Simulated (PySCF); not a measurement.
Basis and Hamiltonian dependence of the excitation energy of I

I [Kr] 4d10 5s2 5p5 (2P) → I [Kr] 4d10 5s1 5p6 (2S). All values are computed (PySCF 2.14, energy differences of UHF-based or UKS calculations, no spin-orbit coupling). Values in eV.

```
                                                                      basis       Hamiltonian  functions     UHF  r2SCAN    PBE0  MP2 (valence)  CCSD(T) (valence)  CCSD(T) (valence and next inner shell)
                                               aug-cc-pVDZ-PP with ECP28MDF               ECP         32  12.663  10.823  11.006         10.855              8.641                                     n/a
                                             aug-cc-pwCVDZ-PP with ECP28MDF               ECP         48  12.668  10.832  11.013         10.847              8.603                                   8.823
                                               aug-cc-pVTZ-PP with ECP28MDF               ECP         55  12.727  10.868  11.049         10.950              8.291                                     n/a
                                                               x2c-TZVPPall     spin-free X2C         60  12.738  10.746  10.966         11.030                n/a                                   9.248
aug-cc-pVTZ-PP with one added diffuse shell each of d, f type with ECP28MDF               ECP         67  12.727  10.869  11.049         10.951              8.117                                     n/a
                                                               ANO-RCC-VTZP     spin-free X2C         68  12.720  10.747  10.964         10.994              9.560                                   9.776
          x2c-TZVPPall with one added diffuse shell each of s, p, d, f type     spin-free X2C         76  12.724  10.761  10.978         11.045              8.190                                   8.544
                    def2-QZVPPD with the def2 core potential (28 electrons)               ECP         91  12.734  10.885  11.060         10.914              8.241                                     n/a
                                                            aug-cc-pVQZ-DK3     spin-free X2C        102  12.725  10.761  10.977         10.935              8.274                                     n/a
                                                          aug-cc-pwCVTZ-DK3     spin-free X2C        109  12.729  10.766  10.984         10.980                n/a                                     n/a
                                                               x2c-QZVPPall     spin-free X2C        112  12.728  10.765  10.982         10.949              8.800                                     n/a
     aug-cc-pwCVTZ-DK3 with one added diffuse shell each of s, p, d, f type     spin-free X2C        125  12.729  10.766  10.984         10.980                n/a                                     n/a
          x2c-QZVPPall with one added diffuse shell each of s, p, d, f type     spin-free X2C        128  12.729  10.767  10.983         10.949                n/a                                     n/a
                                                                 dyall-av2z  non-relativistic        130  11.286   9.291   9.510          9.479              7.790                                     n/a
```

Frozen in the all-electron rows: valence and next inner shell: [Ar] 3d10; valence: [Kr] 4d10; with a core potential, the same shells as far as they lie outside it.

Non-relativistic rows lack the scalar-relativistic shift. The upper state lies above the first ionisation limit, where it may autoionise and the basis confines it.
